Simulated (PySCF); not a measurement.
CH5InS2. Atoms are numbered in the order given.

```xyz
9

In     0.2687    -0.0679    -0.0125
C      2.3696    -0.6101    -0.0608
H      2.4836    -1.6470     0.2865
H      2.9335     0.0587     0.6050
H      2.7490    -0.5190    -1.0876
S     -1.1130    -0.0044     1.9905
H     -0.1046    -0.3872     2.8094
S     -0.9694     0.5502    -2.0091
H     -2.1271     0.7512    -1.3370
```

Geometry optimised at B3LYP-D3(BJ)/def2-SVP. The structure was generated by enumeration; whether it is a known compound was not checked. The def2 effective core potentials stand for the cores of In; spin–orbit coupling is left out. Other conformers were not sampled.

Method: PySCF with PBE/def2-TZVP.

Isolated molecule, no solvent.

### Question
Estimate the frontier levels, gap, dipole moment and polarisability. (Estimate from the structure and the level; the computed values follow.)

### Answer

```yaml
highest_occupied_level: -6.01 eV
lowest_empty_level: -2.04 eV
orbital_gap: 3.96 eV
dipole_moment: 0.510 e·Å
quadrupole, principal values (traceless, Buckingham form, about the centre of nuclear charge): -6.23, 0.93, 5.30 D·Å
mean_static_polarisability: 96.0 bohr³ (14.22 Å³)
polarisability_principal_values: 64.4, 108.4, 115.2 bohr³
```
